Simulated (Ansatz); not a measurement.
Relaxation of CH₄OSSi (8 atoms, charge 0, multiplicity 1), to a largest force component of 0.015 eV/Å in at most 40 steps.

These are results of RKS B3LYP/STO-3G (Ansatz 0.2.0), not measurements.

```xyz
8
Properties=species:S:1:pos:R:3:forces:R:3
O -1.194 0.429 -0.872 -2.75 -2.96 -0.29
C -0.228 -0.212 -0.113 3.09 0.93 1.43
Si 1.245 0.504 0.555 -1.67 -0.34 -0.59
S -0.670 -1.910 0.156 0.88 -0.77 0.34
H -0.902 1.320 -1.084 1.52 3.29 -0.49
H 1.538 1.875 0.182 0.08 -0.36 0.04
H 2.158 -0.290 1.336 0.00 0.07 -0.15
H -1.947 -1.717 -0.158 -1.15 0.14 -0.29
```

Problem. Where does it end, and by what steps?

Solution. The forces met the threshold. Limits of this set-up: minimal basis. After 8 steps the energy has fallen by 0.625 eV; Si3 moved furthest, 0.46 Å.

```tsv
step	energy less start (eV)	largest force component (eV/Å)	accepted
0	0.0000	3.293	yes
1	-0.2743	1.336	yes
2	-0.4475	0.913	yes
3	-0.5189	1.885	yes
4	-0.5791	0.538	yes
5	-0.5915	0.576	yes
6	-0.6231	0.147	yes
7	-0.6249	0.054	yes
8	-0.6252	0.011	yes
```

```xyz
8
Properties=species:S:1:pos:R:3
O -1.165 0.417 -0.830
C -0.191 -0.200 -0.018
Si 1.053 0.685 0.929
S -0.694 -1.879 0.297
H -0.785 1.355 -1.004
H 1.518 1.665 -0.048
H 2.135 -0.278 1.061
H -1.871 -1.764 -0.388
```

Whether the end is a true minimum wasn't checked by a vibrational analysis.

Run time: 31 s on 1 thread of Arm Neoverse N1, with other jobs on the host, peak memory 0.14 GiB.
